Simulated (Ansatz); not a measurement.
Mulliken charges of B$_{2}$FH$_{5}$OSi (`B[SiH2]OBF`) from PBE/def2-TZVPP in Ansatz (PBE0-D4/def2-TZVP geometry).

```json
{"atom": "B1", "x (Å)": "-0.071", "y (Å)": "1.200", "z (Å)": "1.751", "charge (e)": "-0.034"}
{"atom": "Si2", "x (Å)": "-0.696", "y (Å)": "0.367", "z (Å)": "0.042", "charge (e)": "0.284"}
{"atom": "O3", "x (Å)": "0.555", "y (Å)": "-0.124", "z (Å)": "-0.938", "charge (e)": "-0.244"}
{"atom": "B4", "x (Å)": "0.904", "y (Å)": "-1.298", "z (Å)": "-1.482", "charge (e)": "0.257"}
{"atom": "F5", "x (Å)": "1.988", "y (Å)": "-1.343", "z (Å)": "-2.242", "charge (e)": "-0.194"}
{"atom": "H6", "x (Å)": "-0.893", "y (Å)": "1.644", "z (Å)": "2.499", "charge (e)": "0.039"}
{"atom": "H7", "x (Å)": "1.076", "y (Å)": "1.273", "z (Å)": "2.072", "charge (e)": "0.051"}
{"atom": "H8", "x (Å)": "-1.563", "y (Å)": "-0.808", "z (Å)": "0.353", "charge (e)": "-0.064"}
{"atom": "H9", "x (Å)": "-1.501", "y (Å)": "1.345", "z (Å)": "-0.740", "charge (e)": "-0.053"}
{"atom": "H10", "x (Å)": "0.284", "y (Å)": "-2.310", "z (Å)": "-1.312", "charge (e)": "-0.042"}
```

By hand: the dipole of these point charges (1 e Å = 4.8032 D).

Σ q r = (-0.296, 0.227, 0.510) e Å, of length 0.632 e Å = 3.04 D.

How does the dipole of the full density compare? (Best estimate.)

Computed: (-0.266, 0.100, 0.281) e Å, 1.92 D; the point charges give 1.58 times that, at 14° from its direction.

Point charges leave out the atoms' own dipoles, such as those of lone pairs, and Mulliken's split depends on the basis, so the two needn't agree.
